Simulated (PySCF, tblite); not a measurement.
C₇H₁₅PSi.
SMILES with atom numbers: `[CH3:1][C:2]#[C:3][P:4]([CH3:5])[Si:6]([CH3:7])([CH3:8])[CH3:9]` (hydrogens: H10, H11, H12 on C1; H13, H14, H15 on C5; H16, H17, H18 on C7; H19, H20, H21 on C8; H22, H23, H24 on C9)

The geometry is computed with GFN2-xTB (gas phase).

(1) List the bond lengths, angles and torsions at this level.

Results:

(1) 
```json
{"bond": "C1–C2", "length (Å)": "1.447", "order": "single"}
{"bond": "C2≡C3", "length (Å)": "1.205", "order": "triple"}
{"bond": "C3–P4", "length (Å)": "1.758", "order": "single"}
{"bond": "P4–C5", "length (Å)": "1.861", "order": "single"}
{"bond": "P4–Si6", "length (Å)": "2.275", "order": "single"}
{"bond": "Si6–C7, Si6–C8", "length (Å)": "1.910", "order": "single"}
{"bond": "Si6–C9", "length (Å)": "1.918", "order": "single"}
{"bond": "C1–H10, C1–H11, C1–H12", "length (Å)": "1.090", "order": "single"}
{"bond": "C5–H13, C5–H14, C5–H15", "length (Å)": "1.088", "order": "single"}
{"bond": "C7–H16 and 8 like bonds", "length (Å)": "1.086", "order": "single"}
```

Bonds in one row agree within 0.01 Å and their mean is given. Orders are formal, as drawn. A selection of angles:
```json
{"angle": "C1–C2–C3", "degrees": "177.3"}
{"angle": "C2–C3–P4", "degrees": "173.4"}
{"angle": "C3–P4–C5", "degrees": "97.8"}
{"angle": "C3–P4–Si6", "degrees": "96.4"}
{"angle": "C5–P4–Si6", "degrees": "99.2"}
{"angle": "P4–Si6–C7", "degrees": "106.3"}
{"angle": "P4–Si6–C8", "degrees": "107.4"}
{"angle": "P4–Si6–C9", "degrees": "114.3"}
{"angle": "C7–Si6–C8", "degrees": "109.8"}
```

Torsions: C3–P4–Si6–C7 70° (synclinal). The mirror-image conformer, all signs reversed, is as good.

Si6 (four-coordinate silicon) is distorted tetrahedral (angles from 106.3° to 114.3°). The 2 C–P bonds span 1.758 Å (C3–P4, drawn single) to 1.861 Å (P4–C5, drawn single), a spread of 0.103 Å. P4 (three-coordinate phosphorus) is pyramidal (angles 99.2°, 97.8° and 96.4°, sum 293.4°, 0.95 Å off the plane of its three neighbours). The 2 C–C bonds span 1.205 Å (C2≡C3, drawn triple) to 1.447 Å (C1–C2, drawn single), a spread of 0.242 Å.

Point group: C1 (no symmetry element, even within 0.4 Å). Its lowest GFN2-xTB frequency is 14i cm⁻¹, too small to tell a flat minimum from a shallow saddle. 2 starts were optimised and ended at 0.00 and 0.03 kcal/mol (GFN2-xTB); the lowest of these is shown.
